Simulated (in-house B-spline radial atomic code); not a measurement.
Orbital energies and mean radii along the 48-electron series, configuration 1s2 2s2 2p6 3s2 3p6 3d10 4s2 4p6 4d10 4f5/2(2). The effective charge is n√(-2ε), a non-relativistic measure. Computed with an all-electron radial atomic-structure program (B-spline basis): Dirac-Hartree-Fock, jj configuration that fills j = l - 1/2 first, finite nuclei.

```
  ion   Z  energy of 3d5/2 (Eh)  mean radius of 3d5/2 (bohr)  energy of 3d3/2 (Eh)  mean radius of 3d3/2 (bohr)  energy of 4p3/2 (Eh)  mean radius of 4p3/2 (bohr)  energy of 4s1/2 (Eh)  mean radius of 4s1/2 (bohr)  effective charge of 3d5/2
Hf24+  72               -90.309                      0.18974               -92.477                      0.18568               -40.185                      0.47412               -46.459                      0.44781                     40.318
Ta25+  73               -94.848                      0.18636               -97.164                      0.18225               -42.597                      0.46395               -49.185                      0.43809                     41.319
 W26+  74               -99.498                      0.18309               -101.97                      0.17893               -45.075                       0.4542               -51.993                      0.42873                      42.32
Re27+  75                     ?                            ?                     ?                            ?                     ?                            ?                     ?                            ?                          ?
Os28+  76               -109.13                      0.17688               -111.94                      0.17262               -50.234                      0.43585               -57.857                      0.41101                     44.322
Ir29+  77                     ?                            ?                     ?                            ?                     ?                            ?                     ?                            ?                          ?
Pt30+  78               -119.21                      0.17107               -122.39                      0.16671               -55.662                      0.41889               -64.055                      0.39451                     46.323
Au31+  79               -124.42                       0.1683               -127.79                       0.1639               -58.477                      0.41088               -67.282                      0.38667                     47.324
```

(1) Fill in the row of Re27+.

(2) Fill in the row of Ir29+.

(3) How does the screening of 3d5/2 change?

Results:

(1) energy of 3d5/2 (Eh): -104.26; mean radius of 3d5/2 (bohr): 0.17993; energy of 3d3/2 (Eh): -106.9; mean radius of 3d3/2 (bohr): 0.17572; energy of 4p3/2 (Eh): -47.621; mean radius of 4p3/2 (bohr): 0.44484; energy of 4s1/2 (Eh): -54.884; mean radius of 4s1/2 (bohr): 0.41971; effective charge of 3d5/2: 43.321.

(2) energy of 3d5/2 (Eh): -114.12; mean radius of 3d5/2 (bohr): 0.17393; energy of 3d3/2 (Eh): -117.11; mean radius of 3d3/2 (bohr): 0.16962; energy of 4p3/2 (Eh): -52.914; mean radius of 4p3/2 (bohr): 0.42721; energy of 4s1/2 (Eh): -60.913; mean radius of 4s1/2 (bohr): 0.40262; effective charge of 3d5/2: 45.322.

(3) Z less the effective charge goes from 31.68 at Z = 72 to 31.68 at Z = 79.
